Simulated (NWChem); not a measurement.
**Atomisation of trichloroethylene (C2HCl3)**

SMILES: ClC=C(Cl)Cl
```xyz
6

Cl    -2.1917    -0.6168     0.0000
C     -0.9604     0.5683     0.0000
C      0.3477     0.2788     0.0000
Cl     0.9658    -1.3170     0.0000
Cl     1.5185     1.5404     0.0000
H     -1.2968     1.6060     0.0000
```
Charge 0, spin multiplicity 1.

All runs are NWChem calculations. The geometry was optimised at PBE0/def2-SVP, a minimum by its harmonic frequencies.

Basis set: def2-TZVP. The atomisation energy is electronic alone: no zero-point, thermal, spin-orbit or counterpoise terms. No value is extrapolated to the basis-set limit. Free atoms are single determinants with multiplicities Cl 2, C 3, H 2.

B3LYP has NWChem's definition, with VWN1-RPA local correlation. No SCF solution was tested for a lower state.

Q: For the atomisation energy, BHandHLYP gives 460.4 kcal/mol and B3LYP gives 483.8 kcal/mol. What do PBE0, PBE, BLYP give?

A: PBE0: 504.6 kcal/mol; PBE: 522.3 kcal/mol; BLYP: 486.4 kcal/mol.
